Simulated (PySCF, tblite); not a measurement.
# Complex of SiHF3 and 2 × water

A gas-phase complex of SiHF3 and 2 × water; neutral, singlet. The structure comes from a short search (6 tight-binding starts) and was relaxed by PBE0-D3(BJ)/def2-SVPD; another way of binding may lie lower. No frequency run checks that it is a minimum.

Parts: 1 = SiHF3 (F[SiH](F)F), atoms 1–5; 2 = water (O), atoms 6–8; 3 = water (O), atoms 9–11.

```csv
atom,part,x (Å),y (Å),z (Å)
F1,1,-0.068,0.602,0.782
Si2,1,0.208,-0.498,-0.400
F3,1,-0.331,0.390,-1.660
F4,1,1.848,-0.481,-0.339
H5,1,-0.533,-1.640,0.153
O6,2,2.060,-0.193,-3.334
H7,2,1.422,0.513,-3.490
H8,2,2.577,0.108,-2.576
O9,3,0.533,-1.865,-1.967
H10,3,1.119,-1.390,-2.614
H11,3,0.984,-2.675,-1.709
```

Contacts between parts, classed by geometry: Si2···O9 2.105 Å (short tetrel bond, 178°); H10···O6 1.684 Å (hydrogen bond, 161°).

Deforming the relaxed parts to their shape here costs 12.3 kcal/mol, which the interaction energies leave out.

Interaction energies are complex less parts, with the parts frozen as they stand in it; counterpoise-corrected, in kcal/mol (PySCF).

(1) Give the interaction energy at each level run.

(2) What holds them together? Decompose the wB97M-D3(BJ)/def2-SVPD energy: frozen parts, their antisymmetrised product, then relaxation.

The parts were also relaxed and run alone, at the levels used for the complex: shieldings by PBE0/pcSseg-2; core levels by delta-SCF with SCAN, pcX-2 on the ionised atom and pcseg-1 elsewhere, spin-free X2C (2p3/2 is the spin-free 2p value less a third of a first-order spin-orbit splitting).

Values alone: F1–Si2 bond (Å): 1.607; shielding of Si2 (ppm): 412.1; shielding of O9 (ppm): 328.9; shielding of H10 (ppm): 30.85; shielding of O6 (ppm): 328.9; Si2 2p3/2 core level (eV): 110.82; O6 1s core level (eV): 539.76; O9 1s core level (eV): 539.76.

(3) What does binding change?

Results:

(1) 
| level | interaction | superposition error removed |
| --- | --- | --- |
| wB97M-D3(BJ)/def2-SVPD | -25.94 | -3.18 |
| PBE0-D3(BJ)/def2-SVPD | -26.94 | -3.36 |

(2) electrostatic -69.8, Pauli repulsion +87.5, orbital relaxation -43.3, dispersion correction -3.6 kcal/mol, which sum to the value before the counterpoise correction; the Pauli term holds the exchange-correlation of the frozen density too. Of the attraction, 60 % is electrostatic, 37 % is orbital relaxation, 3 % is dispersion correction.

(3) 
```
                 property   alone  in the complex  change
          F1–Si2 bond (Å)   1.607           1.639  +0.032
   shielding of Si2 (ppm)   412.1           443.9   +31.8
    shielding of O9 (ppm)   328.9           243.6   -85.3
   shielding of H10 (ppm)   30.85           21.84   -9.01
    shielding of O6 (ppm)   328.9           298.7   -30.2
Si2 2p3/2 core level (eV)  110.82          109.68   -1.14
    O6 1s core level (eV)  539.76          540.69   +0.94
    O9 1s core level (eV)  539.76          540.50   +0.74
```

The 4 runs behind this took 2.5 min in all, one thread each of Intel Xeon Platinum 8488C on a shared host, launched as `OMP_NUM_THREADS=1 python cluster_run.py task.json out`.
